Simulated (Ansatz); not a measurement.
System: CH$_{3}$Si, charge 0, multiplicity 2. It need not be the lowest isomer of its formula. 
Coordinates optimised at B3LYP-D3(BJ)/def2-TZVP (Ansatz, a quantum-chemistry and plane-wave program):
SMILES: [SiH2]=[CH]
```xyz
5

C     -1.1588    -0.2310    -0.0465
Si     0.4752     0.0947     0.0191
H     -2.2080    -0.4401    -0.0887
H      1.4943    -0.9666     0.1040
H      1.0136     1.4665    -0.0033
```
Charge 0, spin multiplicity 2.

Parts of the frozen-core correlation energy in cc-pV(D+d)Z (Ansatz, hartree). Frozen orbitals: 6; correlated occupied orbitals by spin: 6 and 5; virtual: 40 and 41. Open shells are spin-unrestricted. No spin-orbit coupling. Non-relativistic.

```tsv
term	value
reference (HF)	-328.43279
MP2 opposite-spin	-0.14894
MP2 same-spin	?
CCSD correlation	?
(T)	?
CCSDT minus CCSD(T)	-0.00223
T1 diagnostic	0.059
largest doubles amplitude	0.147
<S^2> of the reference	1.152
```

### Question
Some entries are withheld; supply them.

### Answer

- MP2 same-spin, value: -0.04057
- CCSD correlation, value: -0.23594
- (T), value: -0.00821
